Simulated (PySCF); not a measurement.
**CSe₂: breathing scan**

These are results of r2SCAN/[C def2-TZVP, Se def2-TZVP], no relativity, density fitting, PySCF, not measurements.

Rigid scan from the singlet minimum (C–Se 1.693 Å (×2); Se–C–Se 180.0°). Coordinate: all bonds to the central atom scaled together. Energies in kJ/mol from the minimum.

```tsv
scale of all bonds to the centre	E (kJ/mol)
0.88	249.3
0.92	97.6
0.96	21.5
1.00	0.0
1.04	16.9
1.08	60.4
1.14	156.2
1.22	310.8
1.35	565.9
```

At long bonds a restricted determinant can lie too high, and another spin state can fall below this curve.

Other isomers or separated fragments may lie lower.
